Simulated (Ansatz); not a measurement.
`CC(F)OC(F)F` → `F[C]F` + `CC(O)F`  (formal loss of a carbene)

Gas-phase electronic energies from Ansatz, PBE0-D4/def2-TZVP geometries. CCSD(T)/CBS is the MP2 limit (def2-TZVPP, def2-QZVPP) plus CCSD(T) − MP2 in def2-TZVPP, frozen cores. This one scheme is used for every species. DFT in def2-TZVPP. One conformer a species, not always the lowest.

```tsv
level	ΔE (kJ/mol)	difference from CCSD(T)/CBS
LDA (SPW92)	305.3	57.1
revPBE-D4	242.1	-6.1
BLYP-D4	230.5	-17.7
r2SCAN-D4	265.3	17.1
PBE0-D4	268.0	19.8
CAM-B3LYP-D4	258.7	10.5
ωB97X-V	257.0	8.8
B2PLYP	245.4	-2.8
r2SCAN	263.2	15.0
r2SCANh	266.8	18.6
CAM-B3LYP	252.9	4.7
HF/def2-SVP	255.9	7.7
HF/def2-TZVPP	229.2	-19.0
CCSD(T)/def2-TZVPP	246.6	-1.6
HF/CBS(def2)	227.8	-20.4
CCSD/CBS(def2)	248.6	0.4
CCSD(T)/CBS	248.2	0
```

What do rigid-rotor, harmonic-oscillator terms from PBE0-D4/def2-TZVP frequencies (298.15 K, 1 bar) make of the CCSD(T)/CBS value? (An estimate is asked.)

Ansatz gave: ΔZPE = -17.3 kJ/mol, ΔH = +234.7 kJ/mol, ΔS = 170 J/(mol·K), ΔG = +184.1 kJ/mol. Modes under 50 cm⁻¹ make the entropy rough.

Largest T1 diagnostic among the species: 0.017.

In def2-TZVPP, CCSD(T) changes the Hartree–Fock value by +17.4 kJ/mol (the triples alone add −0.5 kJ/mol) and MP2 by +34.6 kJ/mol. From r2SCAN to r2SCAN0 (25 % exact exchange), in def2-TZVPP and without D4, ΔE moves by +8.6 kJ/mol.

CCSD(T)/CBS has its own doubt, a few kJ/mol and more with outer-core shells, so smaller differences from it don't rank the levels.
